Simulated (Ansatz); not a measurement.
Program: Ansatz. Geometries: PBE0-D4/def2-TZVP. ΔE: electronic, gas phase. CBS: MP2 limit from def2 TZ/QZ plus the TZ coupled-cluster correction, frozen cores. This one scheme is used for every species. DFT in def2-TZVPP. B3LYP here is the variant with VWN-RPA as its local correlation; programs differ in this. HSE06 is defined as in plane-wave codes. For Br outer-core shells are correlated without core-valence functions, which leaves a few kJ/mol of doubt a bond. Scalar relativity is left out up to krypton. One conformer a species, not always the lowest.

`COC=C=N` + HBr → `N=C=CBr` + CH₃OH  (substitution at a C–O bond)

```tsv
level	ΔE (kJ/mol)	difference from CCSD(T)/CBS
LDA (SPW92)	-13.0	12.0
BLYP-D4	-21.9	3.1
r2SCAN-D4	-22.1	2.9
B3LYP-D4	-21.7	3.3
B2PLYP	-24.7	0.3
r2SCAN	-22.4	2.6
r2SCAN0	-23.1	1.9
HSE06	-24.0	1.0
LC-ωPBE	-21.4	3.6
HF/def2-SVP	-2.4	22.6
MP2/def2-TZVPP	-32.2	-7.2
SCS-MP2/def2-TZVPP	-28.9	-3.9
CCSD(T)/def2-TZVPP	-22.8	2.2
SCS-MP2/def2-QZVPP	-30.2	-5.2
HF/CBS(def2)	-17.3	7.7
MP2/CBS(def2)	-34.4	-9.4
CCSD(T)/CBS	-25.0	0
```

Largest T1 diagnostic among the species: 0.014.

In def2-TZVPP, CCSD(T) changes the Hartree–Fock value by −5.6 kJ/mol (the triples alone add −0.8 kJ/mol) and MP2 by −15.0 kJ/mol. Leaving LDA and LC-ωPBE aside and taking each functional with its dispersion term where it has one, the values, not all of them listed here, spread over 9.6 kJ/mol, from PBE-QIDH to CAM-B3LYP-D4. LDA lies +10.7 kJ/mol from PBE without D4.
